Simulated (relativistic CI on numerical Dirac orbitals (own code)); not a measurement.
**Ir2+: 5d valence photoemission**

Computed with this model: Dirac-Coulomb-Breit CI, KLI orbitals optimised for each configuration, model QED, valence Slater integrals scaled by 0.7, multiplet model of photoemission in the sudden approximation; configurations [Xe] 4f14 5d7 → [Xe] 4f14 5d6; 300 K; Lorentzian 0.3 eV and Gaussian 0.5 eV FWHM. Energies are those of the free ion, without screening or charge transfer. The energies are binding energies and can lie tens of eV above those of solids. S is read from ⟨S²⟩ = S(S + 1).

Field parameters in Wybourne normalisation: Oh B⁴₀ = 21Dq, B⁴₄ = √(5/14) B⁴₀. The field is a parameter set, without covalency.

free ion: ground-state S = 1.38, centroid 29.13 eV. Peaks (eV, height): 27.9 (80), 29.8 (100).

Oh, 10Dq = 5500 cm⁻¹: ground-state S = 1.42, centroid 29.20 eV. Peaks (eV, height): 28.1 (100), 29.9 (91).

Oh, 10Dq = 15250 cm⁻¹: ground-state S = 0.84, centroid 29.28 eV. Peaks (eV, height): 27.6 (51), 28.5 (100), 30.0 (96).

Oh, 10Dq = 24950 cm⁻¹: ground-state S = 0.61, centroid 29.55 eV. Peaks (eV, height): 27.0 (43), 29.1 (89), 30.1 (100).

Oh, 10Dq = 34700 cm⁻¹: ground-state S = 0.55, centroid 29.86 eV. Peaks (eV, height): 26.3 (39), 29.6 (82), 30.6 (100), 31.6 (35).

Oh, 10Dq = 44400 cm⁻¹: ground-state S = 0.53, centroid 30.16 eV. Peaks (eV, height): 25.6 (38), 30.1 (81), 31.1 (100), 32.1 (34).

Strongest unbroadened transitions for Oh, 10Dq = 34700 cm⁻¹:

| Energy (eV) | Relative strength |
| --- | --- |
| 26.29 | 100.0 |
| 29.45 | 49.9 |
| 29.57 | 74.9 |
| 29.64 | 74.7 |
| 30.22 | 24.8 |
| 30.30 | 74.2 |
| 30.50 | 49.2 |
| 30.66 | 73.3 |
| 30.80 | 99.2 |
| 31.64 | 73.0 |
| 32.01 | 1.3 |
| 32.39 | 0.6 |
| 34.06 | 0.8 |
| 34.11 | 0.6 |
| 34.70 | 0.8 |
| 34.87 | 0.7 |
| 35.67 | 1.1 |
| 36.10 | 1.0 |
